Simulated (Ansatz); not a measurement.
`C[SiH2][O][ZnH]` + H₂ → `[SiH3][O][ZnH]` + CH₄ at 400 K and 1 bar (hydrogenolysis of the Si–C bond).

Calculated with Ansatz (gas phase, PBE0-D4/def2-TZVP geometries, no zero-point term in ΔE). CCSD(T)/CBS adds triple-zeta CCSD(T) − MP2 to the extrapolated MP2 energy (def2 sets, frozen cores). This one scheme is used for every species. For Zn outer-core shells are correlated without core-valence functions, which leaves a few kJ/mol of doubt a bond. Scalar relativity is left out up to krypton. One conformer a species, not always the lowest.

```json
{"species": "`C[SiH2][O][ZnH]`", "CCSD(T)/CBS energy (Eh)": "-2184.36423", "H − E (kJ/mol)": "202.1", "S (J/(mol·K))": "395.6"}
{"species": "H₂", "CCSD(T)/CBS energy (Eh)": "-1.17544", "H − E (kJ/mol)": "38.0", "S (J/(mol·K))": "139.0"}
{"species": "`[SiH3][O][ZnH]`", "CCSD(T)/CBS energy (Eh)": "-2145.08513", "H − E (kJ/mol)": "119.0", "S (J/(mol·K))": "356.6"}
{"species": "CH₄", "CCSD(T)/CBS energy (Eh)": "-40.46206", "H − E (kJ/mol)": "131.3", "S (J/(mol·K))": "197.2"}
```

H − E and S are ideal-gas, rigid-rotor, harmonic terms from PBE0-D4/def2-TZVP, for one conformer and one mirror image of each species. The MP2-based limit puts H₂ 0.8 mEh under its directly extrapolated value; such offsets cancel only in part. 1 Eh = 2625.50 kJ/mol, R = 8.31446 J/(mol·K).

Problem. By hand: ΔE, ΔH, ΔS and ΔG.

Solution. ΔE = (-2145.08513) + (-40.46206) − (-2184.36423) − (-1.17544) = -0.00752 Eh = -19.7 kJ/mol. Δ(H − E) = 119.0 + 131.3 − 202.1 − 38.0 = 10.2, so ΔH = -9.5 kJ/mol. ΔS = 356.6 + 197.2 − 395.6 − 139.0 = 19.2 J/(mol·K). ΔG = -9.5 − 400 × (19.2)/1000 = -17.2 kJ/mol.

Problem. By hand: the equilibrium constant, and the temperature at which ΔG would vanish if ΔH and ΔS stayed fixed.

Solution. log₁₀ K = −ΔG/(RT ln 10) = 2.2. ΔH and −TΔS have one sign here, so there is no such temperature.

TΔS isn't small against ΔH here. A doubt of 5 kJ/mol in ΔE shifts log₁₀ K by 0.7 here. Other conformers and mirror images would add mixing entropy, several J/(mol·K) or more a flexible species. Modes under 60 cm⁻¹, often nearly free rotors, make the harmonic entropy too high. These are equilibria of isolated gas molecules and say nothing of rates. Largest T1 diagnostic: 0.016 (customary marks: 0.02 for closed shells, 0.045 for open ones).
